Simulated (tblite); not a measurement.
Species: C2H6O2SSi.
Atom-mapped SMILES: `[CH3:1][S:2][SiH2:3][O:4][CH:5]=[O:6]` (hydrogens: H7, H8, H9 on C1; H10, H11 on Si3; H12 on C5)

Structure used (GFN2-xTB), in Å, numbered top down from 1:
```
atom  x, y, z in Å
C1     2.5415    0.5964    0.0050
S2     1.0109    1.1292    0.8356
Si3   -0.3314   -0.2255   -0.0872
O4    -1.7498    0.2254    0.6463
C5    -2.8686   -0.3852    0.3490
O6    -2.9735   -1.2762   -0.4374
H7     2.7352   -0.4461    0.2311
H8     2.4445    0.7389   -1.0655
H9     3.3429    1.2159    0.3917
H10   -0.4222    0.0012   -1.5227
H11   -0.0158   -1.6067    0.2492
H12   -3.7125    0.0319    0.9231
```

All values are computed: GFN2-xTB (tblite) harmonic vibrations without scaling, gas phase. The method is semi-empirical: single wavenumbers can be off by several per cent or more. Modes of hydrogen on silicon can be 10 to 20 % off. One conformer, not necessarily the lowest.

Harmonic wavenumbers (cm⁻¹): 54.3, 68.5, 83.6, 120.5, 154.4, 207.7, 234.5, 504.1, 551.9, 617.4, 676.2, 723.5, 739.0, 781.8, 784.5, 946.0, 949.1, 959.4, 1199.5, 1322.6, 1349.5, 1452.3, 1457.9, 1782.8, 2302.0, 2331.4, 2835.7, 3045.2, 3050.1, 3067.3.

A = 8761, B = 1065, C = 966.4 MHz; mass 121.986 u (most abundant isotopes); point group Cs, symmetry number 1.

Task: Zero-point energy?

Result: Half the sum of the wavenumbers: 17176 cm⁻¹ = 49.11 kcal/mol.

Task: What is S at 298.15 K and 1 bar for an ideal gas of classical rigid rotors and harmonic oscillators?

Result: Translation 40.34, rotation 27.97, vibration 25.66: S = 94.0 cal/(mol K).

Task: And Cp and H(298.15 K) − H(0)?

Result: Cp = 30.43 cal/(mol K), of which vibrations give 22.48 (their classical limit is 30 R = 59.6); H(298.15 K) − H(0) = 6.14 kcal/mol without the zero-point energy, 3.77 from vibrations.

Task: Blend soft modes into free rotors: weight 1/[1 + (100 cm⁻¹/ν̃)⁴] for the oscillator and the rest for a rotor with moment μB/(μ + B), μ = h/(8π²ν), B = 10⁻⁴⁴ kg m². What vibrational entropy results?

Result: 23.10 cal/(mol K) in place of 25.66, which changes −T·S at 298.15 K by +0.76 kcal/mol.

Task: What must be added to the electronic energy to get the Gibbs energy at 298.15 K and 1 bar?

Result: ZPE + [H(298.15 K) − H(0)] − T·S = 49.11 + 6.14 − 28.02 = 27.23 kcal/mol.

Task: How do the functions run with temperature in this model?

Result: 
```csv
T (K),S (cal/(mol K)),Cp (cal/(mol K)),H − H(0) (kcal/mol),G − H(0) (kcal/mol),ln q(vib)
150,76.6,21.2,2.32,-9.17,3.14
250,88.9,27.4,4.75,-17.47,5.50
400,103.7,36.0,9.54,-31.95,8.65
600,120.0,44.2,17.62,-54.38,12.44
900,139.5,52.0,32.14,-93.42,17.44
```

q(vib) and H(0) count from the zero-point level.

Hindered rotation and anharmonicity are outside this model. Other conformers, if any are populated, would add a mixing term that is left out.

On one thread of an Arm Neoverse V1, no GPU, shared host with 32 logical CPUs at a one-minute load of 29, this took 0.34 s of wall time. The figure is for the frequency step alone.
